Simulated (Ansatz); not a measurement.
In10P10⁺. The state is a doublet with charge 1. Geometry PBE-D4/def2-SVP.

```tsv
atom	x (Å)	y (Å)	z (Å)
P1	3.7485	0.5181	1.3103
P2	0.9892	-2.4955	3.8997
P3	-0.6891	1.7620	2.6490
P4	-2.4726	-2.4139	2.0692
P5	3.0396	-0.3838	-3.3897
P6	0.7459	2.8681	-0.8440
P7	-0.7010	0.3697	-4.3343
P8	0.4751	-1.3316	-0.4285
P9	-2.1949	1.8119	1.0128
P10	-1.4533	2.9124	-0.7571
In11	2.6685	-1.1726	2.7400
In12	3.1006	-0.5748	-0.9278
In13	1.1391	1.0936	0.9462
In14	-0.0166	-3.0267	1.4785
In15	-0.9533	-0.7329	3.3096
In16	-2.1439	-0.8110	0.0677
In17	0.6341	-1.6912	-3.2547
In18	1.1663	1.4264	-2.9685
In19	-2.3050	0.8202	-2.4270
In20	-4.7770	1.0516	-0.1515
```

In the def2 sets In takes a core potential; there is no spin–orbit coupling. Single mean-field runs in def2-SVP are fitted with def2-universal-jkfit.

Problem. Estimate the α-spin orbital energies around the gap (eV) in Ansatz with PBE-D4/def2-SVP, PBE0-D4/def2-SVP.

Solution. 
| orbital | PBE-D4/def2-SVP | PBE0-D4/def2-SVP |
| --- | --- | --- |
| HOMO−5 | -8.63 | -9.45 |
| HOMO−4 | -8.54 | -9.36 |
| HOMO−3 | -8.12 | -8.93 |
| HOMO−2 | -7.89 | -8.47 |
| HOMO−1 | -7.69 | -8.29 |
| HOMO | -7.36 | -8.04 |
| LUMO | -6.91 | -6.49 |
| LUMO+1 | -6.60 | -6.12 |
| LUMO+2 | -6.35 | -5.82 |
| LUMO+3 | -6.25 | -5.69 |
| LUMO+4 | -5.98 | -5.40 |
| LUMO+5 | -5.78 | -5.17 |
| β HOMO | -7.65 | -8.24 |
| β LUMO | -6.99 | -6.51 |
